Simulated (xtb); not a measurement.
C₂H₅Cd (SMILES C[CH2][Cd]), doublet, from a rough starting geometry (GFN-xTB shapes and energies of metal compounds can be far from the true ones) (the spin is typed, not shown lowest); GFN2-xTB run with xtb.

Input for xtb:
```
$ xtb mol.xyz --gfn 2 --uhf 1 --opt vtight --json

# file mol.xyz
8

Cd     0.99343432     1.94722547     1.34064388
C      0.70459873    -0.24037813     0.23285380
C     -0.70366127    -0.08121553    -0.35987730
H      0.76239615    -1.09333196     0.95679714
H      1.43098189    -0.40165747    -0.59785229
H     -0.79496138     0.75114349    -1.05723040
H     -1.38631843     0.05742930     0.51208353
H     -1.06803117    -0.98046327    -0.92492134
```

What the program printed (banner, timings and long lists left out):

```
   ID    Z sym.   atoms
    1   48 Cd     1
    2    6 C      2, 3
    3    1 H      4-8

           -------------------------------------------------
          |                Calculation Setup                |
           -------------------------------------------------

           -------------------------------------------------
          |                 G F N 2 - x T B                 |
           -------------------------------------------------

          ...................................................
          :                      SETUP                      :
          :.................................................:
          :  # basis functions                  17          :
          :  # atomic orbitals                  17          :
          :  # shells                           11          :
          :  # electrons                        15          :
          :  max. iterations                   250          :
          :  Hamiltonian                  GFN2-xTB          :
          :  restarted?                      false          :
          :  GBSA solvation                  false          :
          :  PC potential                    false          :
          :  electronic temp.          300.0000000     K    :
          :  accuracy                    1.0000000          :
          :  -> integral cutoff          0.2500000E+02      :
          :  -> integral neglect         0.1000000E-07      :
          :  -> SCF convergence          0.1000000E-05 Eh   :
          :  -> wf. convergence          0.1000000E-03 e    :
          :  Broyden damping             0.4000000          :
          :  net charge                          0          :
          :  unpaired electrons                  1          :
          ...................................................

 iter      E             dE          RMSdq      gap      omega  full diag
   1     -7.3396989 -0.733970E+01  0.128E+01    4.62       0.0  T
   2     -7.3635216 -0.238227E-01  0.425E+00    5.70       1.0  T
   3     -7.3380674  0.254542E-01  0.572E+00    4.41       1.0  T
   4     -7.3986344 -0.605670E-01  0.889E-01    5.42       1.0  T
   5     -7.4011454 -0.251098E-02  0.181E-01    5.53       1.0  T
   6     -7.4011562 -0.108445E-04  0.581E-02    5.53       1.0  T
   7     -7.4011553  0.948051E-06  0.231E-02    5.52       1.5  T
   8     -7.4011564 -0.114413E-05  0.632E-03    5.52       5.6  T
   9     -7.4011565 -0.100656E-06  0.506E-03    5.52       7.0  T
[...]
         :: total energy              -7.316724392911 Eh    ::
 * total energy  :    -7.3167244 Eh     change       -0.5101164E-10 Eh
 * total energy  :    -7.3192564 Eh     change       -0.2532015E-02 Eh
 * total energy  :    -7.3194815 Eh     change       -0.2251005E-03 Eh
 * total energy  :    -7.3194968 Eh     change       -0.1528181E-04 Eh
 * total energy  :    -7.3194996 Eh     change       -0.2830014E-05 Eh
 * total energy  :    -7.3195000 Eh     change       -0.4104481E-06 Eh
 * total energy  :    -7.3195001 Eh     change       -0.1017550E-06 Eh
 * total energy  :    -7.3195002 Eh     change       -0.1979709E-07 Eh
   *** GEOMETRY OPTIMIZATION CONVERGED AFTER 8 ITERATIONS ***
         :: total energy              -7.319500152584 Eh    ::
[...]
     1  48 Cd       0.655     0.173   461.673    50.418
     2   6 C        3.466    -0.181    26.603     7.752
     3   6 C        3.760    -0.082    22.122     6.705
     4   1 H        0.924     0.009     2.905     2.665
     5   1 H        0.924     0.009     2.905     2.665
     6   1 H        0.924     0.026     2.645     2.543
     7   1 H        0.924     0.026     2.645     2.543
     8   1 H        0.924     0.021     2.722     2.580

 Mol. C6AA /au·bohr⁶  :       1522.579781
 Mol. C8AA /au·bohr⁸  :      81683.257030
 Mol. α(0) /au        :         77.873219

Wiberg/Mayer (AO) data.
largest (>0.10) Wiberg bond orders for each atom

 ---------------------------------------------------------------------------
     #   Z sym  total        # sym  WBO       # sym  WBO       # sym  WBO
 ---------------------------------------------------------------------------
     1  48 Cd   0.866 --     2 C    0.658
     2   6 C    3.610 --     3 C    1.032     4 H    0.952     5 H    0.952
                             1 Cd   0.658
     3   6 C    3.995 --     2 C    1.032     8 H    0.969     7 H    0.964
                             6 H    0.964
     4   1 H    1.000 --     2 C    0.952
     5   1 H    1.000 --     2 C    0.952
     6   1 H    0.999 --     3 C    0.964
     7   1 H    0.999 --     3 C    0.964
     8   1 H    0.999 --     3 C    0.969
 ---------------------------------------------------------------------------

Topologies differ in total number of bonds
Writing topology from bond orders to xtbtopo.mol

molecular dipole:
                 x           y           z       tot (Debye)
 q only:        0.104       0.703       0.364
   full:        0.037       0.649       0.310       1.830
molecular quadrupole (traceless):
                xx          xy          yy          xz          yz          zz
 q only:       -1.230       1.946       1.477       1.167       2.406      -0.246
  q+dip:       -2.172       2.160       2.476       0.963       3.070      -0.304
   full:       -0.988       1.560       0.855       0.641       1.485       0.134

optimized geometry written to: xtbopt.xyz

           -------------------------------------------------
          | TOTAL ENERGY               -7.319500152584 Eh   |
          | GRADIENT NORM               0.000017186168 Eh/α |
          | HOMO-LUMO GAP               5.466024386970 eV   |
           -------------------------------------------------

normal termination of xtb
```
